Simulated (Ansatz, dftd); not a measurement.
Reaction: C2H5I (iodoethane, SMILES CCI) → C2H5I+ (parent SMILES CCI, doublet) + e-
Each species at its own B3LYP-D3(BJ)/def2-TZVP minimum (Ansatz, a first-principles code).

Wanted: adiabatic ionisation energy (electronic), in eV. Open shells are spin-unrestricted; no spin-orbit coupling. Cores are frozen in correlated methods (noble-gas shells, and filled d and f shells in the p block). Past Kr the def2 sets carry scalar-relativistic core potentials. Spin-orbit terms, left out, reach several kcal/mol for Br and I, and more for heavier atoms. The spin of C2H5I+ (parent SMILES CCI, doublet) was assumed, and the state is the lowest solution found for it.

```csv
level,program,adiabatic ionisation energy (eV)
HF/def2-TZVPP,Ansatz,8.50
r2SCAN-D4/def2-TZVPD,Ansatz + dftd4,9.42
r2SCAN/def2-TZVPD,Ansatz,9.41
B3LYP/def2-TZVPD,Ansatz,9.49
PBE0-D4/def2-TZVPD,Ansatz + dftd4,9.47
r2SCANh-D4/def2-TZVPD,Ansatz + dftd4,9.44
r2SCANh/def2-TZVPD,Ansatz,9.44
B2PLYP/def2-TZVPD,Ansatz,9.45
B2GP-PLYP-D3(BJ)/def2-TZVPD,Ansatz + dftd3,9.47
B2GP-PLYP/def2-TZVPD,Ansatz,9.47
CCSD/def2-SVP,Ansatz,9.23
CCSDT(Q)/def2-SVP,Ansatz,9.23
```
